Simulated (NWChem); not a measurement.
System: tetralin (C10H12); SMILES c1ccc2c(c1)CCCC2

The following NWChem deck was run.

```
start job
memory heap 200 mb stack 900 mb global 1100 mb
geometry units angstroms noautosym nocenter noautoz
  C      0.017902    -0.697327    -2.573040
  C     -0.017902     0.697327    -2.573040
  C     -0.036945     1.381596    -1.362898
  C     -0.020031     0.702721    -0.137075
  C      0.020031    -0.702721    -0.137075
  C      0.036945    -1.381596    -1.362898
  C      0.081163    -1.486297     1.153718
  C     -0.342540    -0.679768     2.374217
  C      0.342540     0.679768     2.374217
  C     -0.081163     1.486297     1.153718
  H      0.030473    -1.249972    -3.515818
  H     -0.030473     1.249972    -3.515818
  H     -0.065305     2.475690    -1.359997
  H      0.065305    -2.475690    -1.359997
  H     -0.528362    -2.399767     1.058266
  H      1.120327    -1.836962     1.297583
  H     -0.109678    -1.239117     3.294237
  H     -1.437728    -0.534869     2.364503
  H      1.437728     0.534869     2.364503
  H      0.109678     1.239117     3.294237
  H     -1.120327     1.836962     1.297583
  H      0.528362     2.399767     1.058266
end
basis spherical
  * library 6-31g*
end
dft
  xc hfexch
  iterations 150
  mulliken
end
task dft energy
esp
  recalculate
  probe 0.07
  range 0.3
  factor 1.0
  spacing 0.02
end
task esp
```

Parts of the log:

```
             Northwest Computational Chemistry Package (NWChem) 7.3.0
             --------------------------------------------------------

                             Geometry "geometry" -> ""
                             -------------------------

 Output coordinates in angstroms (scale by  1.889725989 to convert to a.u.)

  No.       Tag          Charge          X              Y              Z
 ---- ---------------- ---------- -------------- -------------- --------------
    1 C                    6.0000     0.01790200    -0.69732700    -2.57304000
    2 C                    6.0000    -0.01790200     0.69732700    -2.57304000
    3 C                    6.0000    -0.03694500     1.38159600    -1.36289800
    4 C                    6.0000    -0.02003100     0.70272100    -0.13707500
    5 C                    6.0000     0.02003100    -0.70272100    -0.13707500
    6 C                    6.0000     0.03694500    -1.38159600    -1.36289800
    7 C                    6.0000     0.08116300    -1.48629700     1.15371800
    8 C                    6.0000    -0.34254000    -0.67976800     2.37421700
    9 C                    6.0000     0.34254000     0.67976800     2.37421700
   10 C                    6.0000    -0.08116300     1.48629700     1.15371800
   11 H                    1.0000     0.03047300    -1.24997200    -3.51581800
   12 H                    1.0000    -0.03047300     1.24997200    -3.51581800
   13 H                    1.0000    -0.06530500     2.47569000    -1.35999700
   14 H                    1.0000     0.06530500    -2.47569000    -1.35999700
   15 H                    1.0000    -0.52836200    -2.39976700     1.05826600
   16 H                    1.0000     1.12032700    -1.83696200     1.29758300
   17 H                    1.0000    -0.10967800    -1.23911700     3.29423700
   18 H                    1.0000    -1.43772800    -0.53486900     2.36450300
   19 H                    1.0000     1.43772800     0.53486900     2.36450300
   20 H                    1.0000     0.10967800     1.23911700     3.29423700
   21 H                    1.0000    -1.12032700     1.83696200     1.29758300
   22 H                    1.0000     0.52836200     2.39976700     1.05826600

 Effective nuclear repulsion energy (a.u.)     503.0090867613

  xc_inp: hfexch multiplicative factor not found.

                                 NWChem DFT Module
                                 -----------------

 Summary of "ao basis" -> "ao basis" (spherical)
 ------------------------------------------------------------------------------
       Tag                 Description            Shells   Functions and Types
 ---------------- ------------------------------  ------  ---------------------
 C                           6-31g*                  6       14   3s2p1d
 H                           6-31g*                  2        2   2s

            General Information
            -------------------
          SCF calculation type: DFT
          Wavefunction type:  closed shell.
          No. of atoms     :    22
          No. of electrons :    72
           Alpha electrons :    36
            Beta electrons :    36
          Charge           :     0
          Spin multiplicity:     1
          Use of symmetry is: off; symmetry adaption is: off
          Maximum number of iterations: 150
          AO basis - number of functions:   164
                     number of shells:    84
          Convergence on energy requested:  1.00D-06
          Convergence on density requested:  1.00D-05
          Convergence on gradient requested:  5.00D-04

              XC Information
              --------------
                     Hartree-Fock (Exact) Exchange  1.000

      Superposition of Atomic Density Guess
      -------------------------------------

 Sum of atomic energies:        -382.58133195

      Non-variational initial energy
      ------------------------------

 Total energy =    -390.006337
 1-e energy   =   -1511.064209
 2-e energy   =     618.048785
 HOMO         =      -0.257328
 LUMO         =       0.008260

     ---------------------------------------------
      Total Density - Mulliken Population Analysis
     ---------------------------------------------

    Atom       Charge   Shell Charges
 -----------   ------   -------------------------------------------------------
    1 C    6     6.23   2.00  0.74  1.94  0.53  0.99  0.04
    2 C    6     6.23   2.00  0.74  1.94  0.53  0.99  0.04
    3 C    6     6.26   2.00  0.74  1.94  0.54  1.01  0.04
    4 C    6     5.93   2.00  0.73  1.87  0.44  0.85  0.04
    5 C    6     5.93   2.00  0.73  1.87  0.44  0.85  0.04
    6 C    6     6.26   2.00  0.74  1.94  0.54  1.01  0.04
    7 C    6     6.45   2.00  0.71  1.97  0.62  1.11  0.04
    8 C    6     6.43   2.00  0.71  1.97  0.63  1.08  0.04
    9 C    6     6.43   2.00  0.71  1.97  0.63  1.08  0.04
   10 C    6     6.45   2.00  0.71  1.97  0.62  1.11  0.04
   11 H    1     0.78   0.47  0.32
   12 H    1     0.78   0.47  0.32
   13 H    1     0.79   0.47  0.32
   14 H    1     0.79   0.47  0.32
   15 H    1     0.78   0.47  0.31
   16 H    1     0.78   0.47  0.31
   17 H    1     0.78   0.47  0.31
   18 H    1     0.79   0.47  0.32
   19 H    1     0.79   0.47  0.32
   20 H    1     0.78   0.47  0.31
   21 H    1     0.78   0.47  0.31
   22 H    1     0.78   0.47  0.31

   convergence    iter        energy       DeltaE   RMS-Dens  Diis-err
 ---------------- ----- ----------------- --------- --------- ---------
 d= 0,ls=0.0,diis     1   -385.5732993309 -8.89D+02  5.17D-03  5.52D-01
 d= 0,ls=0.0,diis     2   -385.6742245635 -1.01D-01  1.96D-03  3.90D-02
 d= 0,ls=0.0,diis     3   -385.6815403277 -7.32D-03  3.60D-04  4.78D-03
 d= 0,ls=0.0,diis     4   -385.6821925474 -6.52D-04  9.10D-05  1.81D-04
 d= 0,ls=0.0,diis     5   -385.6822182239 -2.57D-05  3.80D-05  2.57D-05
  Resetting Diis
 d= 0,ls=0.0,diis     6   -385.6822229256 -4.70D-06  8.86D-06  7.32D-07
 d= 0,ls=0.0,diis     7   -385.6822232105 -2.85D-07  3.40D-06  1.26D-07

         Total DFT energy =     -385.682223210539
      One electron energy =    -1518.370904793773
           Coulomb energy =      685.908931370023
    Exchange-Corr. energy =      -56.229336548052
 Nuclear repulsion energy =      503.009086761264

 Numeric. integr. density =        0.000000000000

                       DFT Final Molecular Orbital Analysis
                       ------------------------------------

 Vector   34  Occ=2.000000D+00  E=-4.411967D-01
              MO Center=  1.3D-14,  2.5D-13,  7.5D-01, r^2= 5.9D+00
   Bfn.  Coefficient  Atom+Function         Bfn.  Coefficient  Atom+Function
  ----- ------------  ---------------      ----- ------------  ---------------
    89      0.235772   7 C  pz              131     -0.235772  10 C  pz
   103     -0.209107   8 C  pz              117      0.209107   9 C  pz
    47      0.204662   4 C  pz               61     -0.204662   5 C  pz
    33     -0.179793   3 C  pz               75      0.179793   6 C  pz
   107     -0.133254   8 C  pz              121      0.133254   9 C  pz

[...]

                     NWChem Electrostatic Potential Fit Module
                     -----------------------------------------

 Atom parameters

 Number of atoms is                                   22
 Number of basis functions is                        164

 Grid parameters

 Maximum number of grid points is                  63022
 Number of grid points is                          63021
 Grid range                                     0.300000 nm
 Grid spacing                                   0.020000 nm
 Probe radius                                   0.070000 nm
 Atom radius factor                             1.000000

 Atomic radii

    1    0.100000
    6    0.147000
 FASTESP  F
  using M.O. file = ./job.movecs

    Atom              Coordinates                           Charge

                                                  ESP

    1 C     0.001790   -0.069733   -0.257304   -0.119679
    2 C    -0.001790    0.069733   -0.257304   -0.121844
    3 C    -0.003695    0.138160   -0.136290   -0.178117
    4 C    -0.002003    0.070272   -0.013708   -0.012036
    5 C     0.002003   -0.070272   -0.013708   -0.012664
    6 C     0.003695   -0.138160   -0.136290   -0.180391
    7 C     0.008116   -0.148630    0.115372    0.121844
    8 C    -0.034254   -0.067977    0.237422    0.066513
    9 C     0.034254    0.067977    0.237422    0.078857
   10 C    -0.008116    0.148630    0.115372    0.116309
   11 H     0.003047   -0.124997   -0.351582    0.113699
   12 H    -0.003047    0.124997   -0.351582    0.114670
   13 H    -0.006531    0.247569   -0.136000    0.122469
   14 H     0.006531   -0.247569   -0.136000    0.123526
   15 H    -0.052836   -0.239977    0.105827   -0.023664
   16 H     0.112033   -0.183696    0.129758   -0.022866
   17 H    -0.010968   -0.123912    0.329424   -0.032790
   18 H    -0.143773   -0.053487    0.236450   -0.034892
   19 H     0.143773    0.053487    0.236450   -0.038773
   20 H     0.010968    0.123912    0.329424   -0.035143
   21 H    -0.112033    0.183696    0.129758   -0.023220
   22 H     0.052836    0.239977    0.105827   -0.021810
                                            ------------
                                               -0.000000

 Dipole moment                                  0.170069

 Quadrupole moment Qxx                         -8.924223
                   Qyy                          5.060542
                   Qzz                          3.863680

 RMS deviation kJ/mol                           0.053723

 RRMS %                                        52.885181
```

Level: Hartree-Fock/6-31G* (spherical d). The geometry was optimised at PBE0/def2-SVP. Not confirmed as a minimum by frequencies.
